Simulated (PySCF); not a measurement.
**Radial density of Kr²⁺ (krypton, charge +2)**

UHF, [Ar] 3d10 4s2 4p4, high-spin 3P determinant. Calculation: PySCF 2.14, in aug-cc-pVDZ-DK; the spin-free X2C one-electron Hamiltonian (Gaussian nucleus).

```
r (bohr)  4πr²ρ (e/bohr)  4πr²(ρα − ρβ)
0.000923          0.6066         0.0000
 0.00155           1.441         0.0000
 0.00261           3.370         0.0000
 0.00439           7.586         0.0001
 0.00739           15.81         0.0003
  0.0124           28.79         0.0013
  0.0209           41.94         0.0059
  0.0352           43.55         0.0254
  0.0591           36.66         0.0790
  0.0995           48.28         0.1201
   0.167           47.61         0.0107
   0.281           29.69         0.1284
   0.473           36.70         0.2267
   0.796           13.05         0.1430
    1.34           5.240         1.4135
    2.25           1.853         0.6767
    3.79         0.09846         0.0378
    6.37       0.0001321         0.0001
```

Densities and radii are taken from the X2C orbitals without a picture-change correction, which distorts them close to the nucleus.
